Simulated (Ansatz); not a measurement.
`CC(F)[O][AlH2]` + H₂O → `CC(O)[O][AlH2]` + H–F at 700 K and 1 bar (formal hydrolysis of a C–F bond).

Gas-phase electronic energies from Ansatz, PBE0-D4/def2-TZVP geometries. CCSD(T)/CBS is the MP2 limit (def2-TZVPP, def2-QZVPP) plus CCSD(T) − MP2 in def2-TZVPP, frozen cores. This one scheme is used for every species. One conformer a species, not always the lowest.

```json
{"species": "`CC(F)[O][AlH2]`", "CCSD(T)/CBS energy (Eh)": "-496.73556", "H − E (kJ/mol)": "279.0", "S (J/(mol·K))": "472.6"}
{"species": "H₂O", "CCSD(T)/CBS energy (Eh)": "-76.37941", "H − E (kJ/mol)": "80.5", "S (J/(mol·K))": "218.4"}
{"species": "`CC(O)[O][AlH2]`", "CCSD(T)/CBS energy (Eh)": "-472.71612", "H − E (kJ/mol)": "316.5", "S (J/(mol·K))": "476.9"}
{"species": "H–F", "CCSD(T)/CBS energy (Eh)": "-100.39570", "H − E (kJ/mol)": "45.2", "S (J/(mol·K))": "198.5"}
```

H − E and S are ideal-gas, rigid-rotor, harmonic terms from PBE0-D4/def2-TZVP, for one conformer and one mirror image of each species. 1 Eh = 2625.50 kJ/mol, R = 8.31446 J/(mol·K).

Q: By hand: ΔE, ΔH, ΔS and ΔG.

A: ΔE = (-472.71612) + (-100.39570) − (-496.73556) − (-76.37941) = 0.00315 Eh = 8.3 kJ/mol. Δ(H − E) = 316.5 + 45.2 − 279.0 − 80.5 = 2.2, so ΔH = 10.5 kJ/mol. ΔS = 476.9 + 198.5 − 472.6 − 218.4 = -15.6 J/(mol·K). ΔG = 10.5 − 700 × (-15.6)/1000 = 21.4 kJ/mol.

Q: By hand: the equilibrium constant, and the temperature at which ΔG would vanish if ΔH and ΔS stayed fixed.

A: log₁₀ K = −ΔG/(RT ln 10) = -1.6. ΔH and −TΔS have one sign here, so there is no such temperature.

TΔS isn't small against ΔH here. A doubt of 5 kJ/mol in ΔE shifts log₁₀ K by 0.4 here. Other conformers and mirror images would add mixing entropy, several J/(mol·K) or more a flexible species. Modes under 60 cm⁻¹, often nearly free rotors, make the harmonic entropy too high. These are equilibria of isolated gas molecules and say nothing of rates. Largest T1 diagnostic: 0.012 (customary marks: 0.02 for closed shells, 0.045 for open ones).
